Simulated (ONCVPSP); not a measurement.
## Which change was made? (Zn, ONCV)

| Item | Value |
| --- | --- |
| Element | Zn |
| Generator | ONCVPSP 4.0.1 |
| Type | optimised norm-conserving Vanderbilt (ONCV) |
| Functional | PBE |
| Relativity | scalar-relativistic |
| Frozen core | [Ar] |
| Valence charge | 12 |
| Reference configuration | 3d10 4s1 4p1 |
| Partial waves | 4s: rc 2.15 bohr, ncon 4, nbas 7, qcut 3.1 1/bohr, 2 projectors, debl 0.5 Ha; 4p: rc 3.20 bohr, ncon 4, nbas 8, qcut 3 1/bohr, 2 projectors, debl 1 Ha; 3d: rc 1.20 bohr, ncon 4, nbas 8, qcut 13.7 1/bohr, 2 projectors, debl 2.3 Ha; f scattering state at 0.03 Ha: rc 2.85 bohr, ncon 3, nbas 7, qcut 3.6 1/bohr, 2 projectors, debl 0.5 Ha |
| Local potential | polynomial inside 0.90 bohr (lpopt 5, dvloc0 0 Ha) |
| Core correction | Teter function, fcfact 5, rcfact 1.35 |

Cutoffs, loose and tight: the cutoffs (Ha) at which the residual kinetic energy of the hardest occupied pseudo-wave falls to 1 and 0.1 mHa per electron. They do not see the model core or the augmentation charge, which bear on the density cutoff. Test errors are all-electron minus pseudo excitation energies from the reference, over the configurations 3d10 4s2 4p0; 3d10 4s1 4p0; 3d10 4s0 4p0; 3d9 4s2 4p1; variants that change the core or the reference have their own tests.

The base gives: outcome: generated; cutoff, loose: 73 Ha; cutoff, tight: 81 Ha; bound ghosts: s; GHOST(+) flags above zero: p, f; largest test error (meV): -116.

(1) After one change the result is: outcome: generated; cutoff, loose: 73 Ha; cutoff, tight: 81 Ha; bound ghosts: none; GHOST(+) flags above zero: s, p, f; largest test error (meV): -17. Which change was it?
A. local potential polynomial inside 0.90 bohr (lpopt 5, dvloc0 6 Ha)
B. local potential polynomial inside 0.90 bohr (lpopt 5, dvloc0 -2 Ha)
C. local potential polynomial inside 0.90 bohr (lpopt 5, dvloc0 8 Ha)

Answers

(1) A. The others give: local potential polynomial inside 0.90 bohr (lpopt 5, dvloc0 8 Ha) → outcome: generated; cutoff, loose: 73 Ha; cutoff, tight: 81 Ha; bound ghosts: none; GHOST(+) flags above zero: s, f; largest test error (meV): -106 | local potential polynomial inside 0.90 bohr (lpopt 5, dvloc0 -2 Ha) → outcome: generated; cutoff, loose: 73 Ha; cutoff, tight: 81 Ha; bound ghosts: s, f; GHOST(+) flags above zero: p; largest test error (meV): -113.
